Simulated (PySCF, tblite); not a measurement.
Task: What does the GFN2-xTB structure of `FC([C@@](N)(C#C)C)(F)F` look like in three dimensions?

Result: 
```
atom  x, y, z in Å
C1     2.5415    0.1056    0.0225
C2     1.3467    0.0572   -0.0213
C3    -0.1156    0.1118   -0.0931
C4    -0.6420   -0.9323   -1.0832
N5    -0.6290    1.4261   -0.4468
C6    -0.6576   -0.2124    1.3138
F7    -0.2442   -1.4107    1.7525
F8    -1.9935   -0.2300    1.3577
F9    -0.2558    0.6869    2.2265
H10    3.5903    0.1116    0.0584
H11   -0.2283   -0.7365   -2.0691
H12   -0.3500   -1.9312   -0.7689
H13   -1.7257   -0.8653   -1.1317
H14   -0.3422    2.1289    0.2255
H15   -0.2991    1.6983   -1.3648
```

Orientation and origin are arbitrary. Atoms count from 1 in this order. The C–C distances run from 1.197 Å (C1≡C2, drawn triple) to 1.542 Å (C3–C6, drawn single), a spread of 0.345 Å. N5 (primary amine nitrogen) is pyramidal (angles 111.4°, 110.4° and 108.8°, sum 330.6°, 0.36 Å off the plane of its three neighbours). Of the pairs four or more bonds apart, F9···H14 is among the closest relative to their van der Waals radii: 2.47 Å, 92 % of the sum of Bondi's values.

Bonds between heavy atoms (Å): C1≡C2 1.197, C2–C3 1.465, C3–C4 1.532, C3–N5 1.455, C3–C6 1.542, C6–F7 1.341, C6–F8 1.337, C6–F9 1.343.

Structure optimised with GFN2-xTB, isolated species.

Point group: C1 (no symmetry element, even within 0.4 Å). Its GFN2-xTB frequencies are all real (lowest 59 cm⁻¹). One conformer, not necessarily the lowest (C2–C3–N5–H -59° and 62°).

These are computed values.
